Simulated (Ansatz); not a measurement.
Reaction (ligand exchange at the Si–O bond): `[F][GeH2][O][SiH3]` + `OB(O)Cl` → `OB(Cl)O[SiH3]` + `[OH][GeH2][F]`

Gas-phase electronic energies from Ansatz, PBE0-D4/def2-TZVP geometries. CCSD(T)/CBS adds triple-zeta CCSD(T) − MP2 to the extrapolated MP2 energy (def2 sets, frozen cores). Functionals use def2-TZVPP. For Ge outer-core shells are correlated without core-valence functions, which leaves a few kJ/mol of doubt a bond. Scalar relativity is left out up to krypton. Each species was taken in one conformer, which may not be the lowest.

Q: Is it downhill or uphill in electronic energy at CCSD(T)/CBS, and by how much? (Best estimate.)

A: Ansatz gave: Uphill: ΔE = +0.11 eV.

Q: What do these levels give: r2SCAN0-D4, r2SCAN0, LC-ωPBE, HF/def2-TZVPP, CCSD/def2-TZVPP, HF/def2-QZVPP? (Best estimate.)

A: The calculation gave: r2SCAN0-D4 0.11, r2SCAN0 0.12, LC-ωPBE 0.12, HF/def2-TZVPP 0.13, CCSD/def2-TZVPP 0.12, HF/def2-QZVPP 0.14 eV.

Largest T1 diagnostic among the species: 0.012.

At CCSD(T), def2-SVP lies +0.07 eV from the extrapolated value and def2-TZVPP +0.01 eV. Leaving LDA and LC-ωPBE aside and taking each functional with its dispersion term where it has one, the values, not all of them listed here, spread over 0.04 eV, from BLYP-D4 to BHLYP-D4.
